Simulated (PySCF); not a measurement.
Si(H)(Cl)(OH)(OMe) (CH5ClO2Si), SMILES O[SiH](Cl)OC. Geometry optimised at PBE-D3(BJ)/def2-SVP. The structure was generated by enumeration, and PubChem lists no compound with its InChIKey, so it may never have been made. Other conformers were not sampled.

Problem. Give the equilibrium geometry at PBE-D3(BJ)/def2-SVP (PySCF confirms it by a frequency run) as bond lengths and angles. (The exact figures need the calculation; the answer reports its results.)

Solution. Several could match; the one computed here: 
Atoms: Si1 O2 Cl3 O4 C5 H6 H7 H8 H9 H10. Bonded distances (Å): Si1–O2 1.656, Si1–Cl3 2.090, Si1–O4 1.661, Si1–H6 1.488, O2–H7 0.974, O4–C5 1.417, C5–H8 1.113, C5–H9 1.109, C5–H10 1.112. Bond angles (°): O2–Si1–Cl3 112.0, O2–Si1–O4 108.5, O2–Si1–H6 106.2, Cl3–Si1–O4 107.4, Cl3–Si1–H6 108.3, O4–Si1–H6 114.5, Si1–O2–H7 115.4, Si1–O4–C5 126.8, O4–C5–H8 111.5, O4–C5–H9 108.5, O4–C5–H10 111.8, H8–C5–H9 108.1, H8–C5–H10 108.3, H9–C5–H10 108.5.
